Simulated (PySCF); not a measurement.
Excitation energy of N by level of theory

N [He] 2s2 2p3 (4S) → N [He] 2s1 2p3 3s1 (6S), as a difference of total energies. Calculation: PySCF 2.14, in aug-cc-pVTZ with one added diffuse shell each of s, p, d, f type (6s5p4d3f, 62 functions); no relativity, point nucleus. Correlated levels: valence: 1s2 frozen. The calculations carry no spin-orbit coupling.

```csv
method,excitation energy (eV)
UHF,13.921
LDA,16.352
PBE,16.194
PBE0,16.072
r2SCAN,15.733
MN15,16.203
BP86,16.397
r2SCANh,15.743
MP2 (valence),15.731
SCS-MP2 (valence),16.122
```

Q: How much does correlation contribute at MP2 (valence)?

A: 15.731 − (13.921) = 1.810 eV, measured against UHF.

The upper state lies above the first ionisation limit, but in LS coupling its spin forbids autoionisation to the ground ion. A Rydberg-like electron needs more diffuse functions than a valence basis has.

The promoted electron is Rydberg-like, and one or two diffuse shells describe it only roughly, which tends to raise the upper state.
